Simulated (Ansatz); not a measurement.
`C[N](C)[Sn][F]`. The species carries charge 0 and has multiplicity 1. Correlated methods include outer-core shells of Sn, which these sets cover unevenly. Sn takes the def2 core potential.

Z-matrix (Å, degrees):
```
C
N 1 1.441
H 1 1.099 2 111.2
H 1 1.090 2 110.2 3 -120.4
H 1 1.099 2 111.2 3 119.3
C 2 1.439 1 113.5 3 -59.7
Sn 2 2.018 1 125.3 3 120.3
H 6 1.095 2 110.9 1 180.0
H 6 1.099 2 111.7 1 -60.0
H 6 1.099 2 111.7 1 60.0
F 7 1.957 2 93.6 1 0.0
```

Problem. Give the diagnostics of a CCSD(T)/def2-TZVPP run (frozen core, Ansatz). (Best estimate.)

Solution. Ansatz gave: T1 = 0.0174, largest single amplitude 0.066, largest double 0.051, (T) share of the correlation energy 3.6 %, 12 CCSD cycles. The RHF solution is stable towards an unrestricted one. T1 lies under the customary mark of 0.02 for closed shells.
